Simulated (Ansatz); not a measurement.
ClGeH₆NSi, SMILES N[Si@@H](Cl)[GeH3].

The structure is a stationary point at PBE0-D3(BJ)/def2-SVP. The structure was generated by enumeration; whether it is a known compound was not checked. One conformer was computed; it need not be the lowest.

Two levels are set side by side: PBE/def2-SVPD (Ansatz, a quantum-chemistry and plane-wave program) and PBE0/def2-SVPD (Ansatz). Energy differences of separate SCF runs at the same geometry; the states with an electron removed or added have multiplicity 2 and 2. Differences are taken from unrounded values.

```csv
quantity,PBE
vertical ionisation energy (eV),9.44
vertical singlet–triplet gap (eV),5.56
```

Q: These are the PBE values. What does PBE0 give? (An estimate is asked for; the answer gives what the named calculation found.)

A: 
| quantity | PBE0 | PBE minus PBE0 |
|---|---|---|
| vertical ionisation energy (eV) | 9.82 | -0.38 |
| vertical singlet–triplet gap (eV) | 6.00 | -0.43 |
